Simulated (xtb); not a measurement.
F2H2OSn, SMILES [OH][SnH]([F])[F]. All values are semi-empirical tight-binding results from xtb (GFN2-xTB unless named), good for trends rather than for accurate numbers. Geometry optimised at GFN2-xTB. The values are those of a single conformer.

Optimised geometry:

Bonded distances (Å): Sn1–O2 1.894, Sn1–F3 1.917, Sn1–F4 1.914, Sn1–H5 1.647, O2–H6 0.962. Angles (°): O2–Sn1–F3 104.1, O2–Sn1–F4 105.1, O2–Sn1–H5 116.8, F3–Sn1–F4 100.7, F3–Sn1–H5 114.6, F4–Sn1–H5 113.8, Sn1–O2–H6 114.0.
Charge 0, spin multiplicity 1.

For metal compounds this method's bond lengths and energies can be far off.

Computed properties:
orbital gap: 5.33 eV
zero-point energy: 12.4 kcal/mol
G − E(el) at 298.15 K (modified RRHO): -7.7 kcal/mol

Computed atomic charges and the Wiberg bond orders between heavy atoms:
charges (e) Sn1 0.51, O2 -0.44, F3 -0.27, F4 -0.27, H5 0.12, H6 0.35. Bond orders Sn1–O2 0.93, Sn1–F3 0.87, Sn1–F4 0.87.
